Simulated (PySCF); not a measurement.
Start geometry of `C[O][GeH2][CH]=O` from a GFN2-xTB structure with every atom displaced at random (by about 0.01 Å) (Å):
```
atom  x, y, z in Å
C1    -1.8059   -0.6532    0.3348
O2    -0.4314   -0.5760    0.1617
Ge3    0.5049    0.7793   -0.4504
C4     2.3586   -0.0773   -0.2968
O5     3.3646    0.4210   -0.5925
H6    -2.3504   -0.4970   -0.6238
H7    -2.0518   -1.6143    0.7375
H8    -2.1623    0.1448    1.0194
H9     0.0508    1.1626   -1.8155
H10    0.2888    2.0016    0.4370
H11    2.2721   -1.1174    0.1130
```

Task: What comes out of this run: PBE0-D3(BJ)/def2-SVP geometry optimisation, gas phase in PySCF 2.14.0?

Result: 
```
atom  x, y, z in Å
C1    -1.259   -0.241    0.086
O2     0.122   -0.377   -0.095
Ge3    1.111    0.987   -0.674
C4     2.960    0.247   -0.674
O5     3.904    0.924   -0.983
H6    -1.790   -0.007   -0.856
H7    -1.658   -1.196    0.465
H8    -1.516    0.545    0.823
H9     0.670    1.401   -2.094
H10    0.994    2.178    0.299
H11    3.084   -0.828   -0.369
```

The energy falls by 4.3 kcal/mol over 8 energy and gradient evaluations, the largest force component goes from 0.0705 to 2.7e-04 Eh/bohr, and the atoms move by 0.157 Å rms after alignment. Among the bonds, Ge3–C4 and Ge3–H9 change most and about equally (-0.056 to +0.055 Å). Bonds longer at the end by more than 0.005 Å: 6 of 10; shorter: 2. Among the angles that change most is Ge3–C4–H11, from 110.2° to 117.2°. Rotational constants go from 9275, 1729, 1496 to 11412, 1683, 1509 MHz. The orientation of the end geometry is arbitrary; only internal coordinates are fixed.

The run used 118 basis functions and 56 SCF cycles in all. The run took 65 s of wall time on one thread, Arm Neoverse N1 (aarch64), no GPU, shared host with 64 logical CPUs at a one-minute load of 32, and the process peaked at 0.49 GiB of memory.

Stationary, but not proved a minimum. The numbers are those of one conformer.
